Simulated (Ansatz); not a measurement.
Basis-set series for `O[SiH2]CS`. The species carries charge 0 and has multiplicity 1. The geometry is a stationary point of PBE0-D4/def2-TZVP. It is one conformer, not always the lowest.

| functional | basis | functions | energy (Eh) | HOMO (eV) | LUMO (eV) |
| --- | --- | --- | --- | --- | --- |
| PBE0-D4 | def2-SVP | 94 | -803.96988 | -6.97 | 0.64 |
| PBE0-D4 | def2-TZVPP | 230 | -804.35852 | -7.07 | 0.09 |
| ωB97M-V | def2-SVP | 94 | -804.25741 | -9.15 | 2.64 |
| ωB97M-V | def2-TZVPP | 230 | -804.65097 | -9.28 | 1.88 |

Question: Give the rows for def2-QZVPP. (Estimate.)

Answer: Computed: 
| functional | basis | functions | energy (Eh) | HOMO (eV) | LUMO (eV) |
| --- | --- | --- | --- | --- | --- |
| PBE0-D4 | def2-QZVPP | 434 | -804.38790 | -7.10 | -0.09 |
| ωB97M-V | def2-QZVPP | 434 | -804.67880 | -9.31 | 1.47 |

Positive LUMOs are unbound and depend on the basis.
